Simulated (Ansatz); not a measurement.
Relaxation of ClF2H4O3Ta (11 atoms, charge 0, multiplicity 1), to a largest force component of 0.03 eV/Å in at most 50 steps.

All numbers below come from RKS PBE0-D4/def2-SVP in Ansatz.

```xyz
11
Properties=species:S:1:pos:R:3:forces:R:3
Ta -0.182 -0.050 0.074 0.75 0.29 -0.06
F 1.727 -0.121 0.181 -0.56 -0.09 -0.03
F -0.167 -0.233 1.966 -0.03 -0.01 0.00
O -0.160 -0.230 -1.801 -0.04 -0.03 -0.11
H -0.427 -0.691 -2.601 0.05 0.03 0.06
Cl -1.564 1.790 0.181 -0.01 -0.01 0.01
O -1.193 -1.651 0.108 -0.01 0.00 0.02
H -1.443 -2.007 0.971 0.03 0.01 0.02
O 1.640 2.315 -1.103 0.34 -0.84 0.29
H 1.388 2.024 -1.989 0.03 0.05 0.04
H 2.311 1.649 -0.834 -0.55 0.61 -0.23
```

Q: Where does it end, and by what steps?

A: It converged. After 30 steps the energy has fallen by 0.720 eV; H10 moved furthest, 1.40 Å. Joined: Ta1–O9 (3.21 → 2.31 Å).

```csv
step,energy less start (eV),largest force component (eV/Å),accepted
0,0.0000,0.836,yes
2,-0.1936,1.266,yes
4,-0.4021,1.127,yes
6,-0.4927,1.063,yes
8,-0.5519,0.566,yes
10,-0.5978,0.333,yes
12,-0.5979,0.756,no
14,-0.6293,0.247,yes
16,-0.6371,0.193,yes
18,-0.6582,1.151,yes
20,-0.6883,0.502,yes
22,-0.7126,0.204,yes
24,-0.7171,0.042,yes
26,-0.7190,0.087,yes
28,-0.7200,0.102,yes
30,-0.7202,0.019,yes
```

```xyz
11
Properties=species:S:1:pos:R:3
Ta -0.038 -0.129 -0.249
F 1.717 -0.851 -0.203
F 0.410 0.668 1.431
O -0.251 -0.576 -2.058
H -0.226 -0.461 -3.007
Cl -1.604 1.665 -0.479
O -1.079 -1.487 0.507
H -1.334 -1.723 1.404
O 1.310 1.614 -0.948
H 0.866 2.456 -0.766
H 2.156 1.618 -0.479
```

Whether the end is a true minimum wasn't checked by a vibrational analysis.

Run time: 89 s on 4 threads of Arm Neoverse V2, with other jobs on the host, peak memory 0.43 GiB.
